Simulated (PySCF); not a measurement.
**Xe²⁺: ionisation energy**

Xe²⁺ [Kr] 4d10 5s2 5p4 (3P) → Xe³⁺ [Kr] 4d10 5s2 5p3 (4S), as a difference of total energies. Computed with PySCF 2.14 in aug-cc-pwCVTZ-DK3 (10s9p7d4f1g, 109 functions), with scalar relativity by spin-free X2C-1e. Correlated levels: valence: [Kr] 4d10 frozen; valence and next inner shell: [Ar] 3d10 frozen. The calculations carry no spin-orbit coupling.

```
                                method  ionisation energy (eV)  plus first-order spin-orbit estimate  difference from reference of that sum (eV)
                                   UHF                  29.373                                29.826                                      -1.224
                                   LDA                  30.855                                31.308                                      +0.258
                                   PBE                  30.504                                30.957                                      -0.093
                                  PBE0                  30.524                                30.977                                      -0.073
                                r2SCAN                  30.512                                30.965                                      -0.085
                               LC-wPBE                  30.656                                31.109                                      +0.059
                             CAM-B3LYP                  30.724                                31.176                                      +0.126
                                   M06                  30.456                                30.908                                      -0.142
                         MP2 (valence)                  30.046                                30.498                                      -0.552
                     SCS-MP2 (valence)                  30.120                                30.573                                      -0.477
    MP2 (valence and next inner shell)                  30.272                                30.725                                      -0.325
SCS-MP2 (valence and next inner shell)                  30.281                                30.733                                      -0.317
```

Reference: 31.05 ± 0.04 eV (semi-empirical (NIST evaluation); NIST Atomic Spectra Database, ionization energies).

A first-order spin-orbit estimate (lowest level to lowest level, LS coupling) adds 0.453 eV.

Errors of the correlated levels include the incompleteness of this basis and the frozen core.
